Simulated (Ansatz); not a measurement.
`FCO[SiH2]F` + `CO[SiH2]S` → `CO[SiH2]S[SiH2]F` + `OCF`  (ligand exchange at the Si–O bond)

Isolated molecules relaxed with PBE0-D4/def2-TZVP in Ansatz; ΔE leaves out vibrations. CBS: MP2 limit from def2 TZ/QZ plus the TZ coupled-cluster correction, frozen cores. This one scheme is used for every species. DFT in def2-TZVPP. B3LYP here is the variant with VWN-RPA as its local correlation; programs differ in this. Each species was taken in one conformer, which may not be the lowest.

```json
{"species": "`FCO[SiH2]F`", "B3LYP energy (Eh)": "-605.19024"}
{"species": "`CO[SiH2]S`", "B3LYP energy (Eh)": "-804.79766"}
{"species": "`CO[SiH2]S[SiH2]F`", "B3LYP energy (Eh)": "-1194.90174"}
{"species": "`OCF`", "B3LYP energy (Eh)": "-215.07059"}
```

Question: Work out ΔE.

Answer: ΔE = (-1194.90174) + (-215.07059) − (-605.19024) − (-804.79766) = 0.01557 Eh = +0.42 eV. CCSD(T)/CBS gives +0.32 eV.

Largest T1 diagnostic among the species: 0.012.

The D4 term adds −0.11 eV with B3LYP and −0.06 eV with PBE0; it sums over pairs of atoms, weighted by their polarisabilities, and B3LYP, whose exchange is more repulsive, gets the larger term. In def2-TZVPP, CCSD(T) changes the Hartree–Fock value by −0.21 eV (the triples alone add −0.04 eV) and MP2 by −0.25 eV. From PBE to PBE0 (25 % exact exchange), in def2-TZVPP and without D4, ΔE moves by +0.03 eV.
